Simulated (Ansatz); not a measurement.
Born–Oppenheimer molecular dynamics of ClH₄OSSi (8 atoms, charge 1, multiplicity 1). It starts at the highest image of a converged band, a first-order saddle point between two minima.

All numbers below come from Ansatz, RKS PBE/def2-SVP.

```
ensemble                      : NVE (velocity Verlet)
time step                     : 0.5 fs
steps asked                   : 200
starting velocities drawn for : 100 K
seed                          : 5316
```

First frame:

```xyz
8
Properties=species:S:1:pos:R:3
S -0.185 0.957 -1.605
O 0.337 0.634 0.093
Si -0.229 -0.853 0.949
Cl 0.252 -2.428 -0.253
H -0.251 2.319 -1.410
H 1.161 0.755 -0.994
H -1.703 -0.662 1.054
H 0.618 -0.722 2.166
```

Problem. How far do the bonds stretch over the last three quarters of this one trajectory? (Pairs bonded in most of those frames.)

Solution. 
```json
{"bond": "S1–O2", "mean (Å)": "1.691", "spread (Å)": "0.150", "shortest": "1.46", "longest": "1.91"}
{"bond": "S1–H5", "mean (Å)": "1.384", "spread (Å)": "0.012", "shortest": "1.36", "longest": "1.40"}
{"bond": "S1–H6", "mean (Å)": "1.443", "spread (Å)": "0.091", "shortest": "1.27", "longest": "1.59"}
{"bond": "O2–Si3", "mean (Å)": "1.811", "spread (Å)": "0.085", "shortest": "1.69", "longest": "1.99"}
{"bond": "Si3–Cl4", "mean (Å)": "2.045", "spread (Å)": "0.024", "shortest": "2.01", "longest": "2.08"}
{"bond": "Si3–H7", "mean (Å)": "1.492", "spread (Å)": "0.017", "shortest": "1.47", "longest": "1.52"}
{"bond": "Si3–H8", "mean (Å)": "1.491", "spread (Å)": "0.008", "shortest": "1.48", "longest": "1.51"}
```

Mean temperature of the second half: 952 K. The conserved energy stayed within 0.3 meV per atom of its start (net change -0.09 meV per atom), so the integration is sound. The system heated up, since it started high on the potential surface and ran downhill. A run of 0.1 ps of so small a system gives no equilibrium averages. The orbitals stay closed-shell, which can raise the energy where a bond breaks towards radicals; this wasn't checked here. Limits of this set-up: the dipole of an ion depends on the origin.

Time of the run: 4.4 min on 2 threads of Arm Neoverse V1 (shared host), peak memory 0.12 GiB.
